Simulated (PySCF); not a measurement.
Which determinant of WH⁺ lies lowest?

Unrestricted PBE0; H def2-TZVPPD, W def2-TZVPPD with ECP60; scalar-relativistic core potentials (PySCF 2.14). Outer shells of the fragments: H 1s1; W+ 5d4 6s1.

Followed along the bond (rough minima from three points):

```csv
2Ms+1,unpaired,⟨S²⟩ at the start,R at minimum (Å),Te (eV)
5,"σ ↑, π ↑, δ ↑↑",6.02,1.70,0.00
5,"σ ↑, π ↑↑, δ ↑",6.03,1.67,0.01
5,"π ↑↑, δ ↑↑",6.02,1.70,0.09
3,"π ↑↑, δ ↑↓",3.01,1.69,1.23
3,"σ ↓, π ↑↑, δ ↑",3.01,1.67,1.29
1,"σ ↓, π ↑↑, δ ↓",2.01,1.67,1.35
```

Solutions found at the starting distance of 1.705 Å, counted from the lowest of them; the search is not exhaustive and high or unbound solutions are not listed, so other states can lie among these:

```tsv
2Ms+1	unpaired	term	E (eV)	⟨S²⟩	⟨Lz²⟩	μ (D)
5	σ ↑, π ↑, δ ↑↑	⁵Π	0.00	6.02	1.01	1.54
5	σ ↑, π ↑↑, δ ↑	⁵Δ	0.02	6.03	4.00	1.47
5	π ↑↑, δ ↑↑	⁵Σ⁺	0.09	6.02	0.00	1.82
3	π ↑↑, δ ↑↓	mixed	1.23	3.01	8.01	1.79
3	σ ↓, π ↑↑, δ ↑	mixed	1.30	3.01	4.00	1.51
1	σ ↓, π ↑↑, δ ↓	mixed	1.36	2.01	4.00	1.54
```

A term symbol is given only where ⟨S²⟩ and ⟨Lz²⟩ are close to those of a pure state; real π, δ and φ orbitals otherwise mix terms. A positive dipole points towards W; it is taken about the centre of mass and depends on that origin.

Spin–orbit coupling is left out. With d or f electrons several states lie close, and the lowest PBE0 determinant need not be the measured ground state.
